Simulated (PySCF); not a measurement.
NaBi⁺: one state, many levels of theory

State: ⁴Σ⁻ (quartet), unpaired electrons σ ↑, π ↑↑. Set-up: PySCF, scalar-relativistic core potentials, basis sets Na aug-cc-pVDZ, Bi aug-cc-pVDZ-PP with ECP60. De refers to Na⁺ + Bi in their high-spin ground configurations, without counterpoise correction. The functionals are run spin-unrestricted. A positive dipole points towards Bi; it is taken about the centre of mass and depends on that origin.

| Level | Re (Å) | ωe (cm⁻¹) | De (eV) | μ (D) | CPU s a point (SCF and correlation, without the integrals) |
| --- | --- | --- | --- | --- | --- |
| UHF | 3.522 | 89.1 | n/a | -12.37 | 0.19 |
| UHF-MP2 | 3.481 | 94.5 | n/a | n/a | 0.33 |
| UHF-SCS-MP2 | 3.481 | 94.3 | n/a | n/a | n/a |
| UHF-CCSD | 3.483 | 94.7 | n/a | n/a | n/a |
| UHF-CCSD(T) | 3.480 | 95.2 | n/a | n/a | 14 |
| PBE | 3.432 | 97.0 | n/a | -11.32 | 0.5 |
| revPBE | 3.476 | 93.7 | n/a | -11.54 | 0.37 |
| r²SCAN | 3.439 | 95.3 | n/a | -11.70 | 0.67 |
| TPSSh | 3.441 | 96.5 | n/a | -11.56 | 0.77 |
| PBE0 | 3.420 | 97.6 | n/a | -11.51 | 1.1 |
| CAM-B3LYP | 3.388 | 100 | n/a | -11.43 | 1.1 |
| B2PLYP | 3.432 | 97.4 | n/a | -11.69 | 0.6 |

Problem. What does a quarter of exact exchange do here, going from PBE to PBE0?

Solution. PBE0 less PBE: -1.2 pm in Re, +0.6 % in ωe. Exact exchange removes part of the self-interaction that spreads semilocal densities, and in most molecules shortens and stiffens the bond and lowers De; so it does here.

Problem. What does the step from GGA to meta-GGA do here, going from PBE to r²SCAN?

Solution. r²SCAN less PBE: +0.7 pm in Re, -1.8 % in ωe. 

Problem. What does second-order correlation do here, going from UHF to UHF-MP2?

Solution. UHF-MP2 less UHF: -4.1 pm in Re, +6.1 % in ωe. Correlation nearly always deepens the well. The bond shortens, as in weak, metallic or heavy-atom bonds, where dispersion and the correlation of outer-core electrons pull the atoms together.

Correlated steps freeze 5 core orbitals. Spin–orbit coupling is left out, which matters for elements this heavy, above all for dissociation energies. B2PLYP dipoles, levels and charges come from its SCF part alone. The state is the lowest determinant that a PBE0 search found; another state may lie lower at other levels.

The whole job (state search and all levels along the bond) took about 3.8 min on 1 thread of Oxide Virtual Turin-like (shared host), peak memory 0.86 GiB.
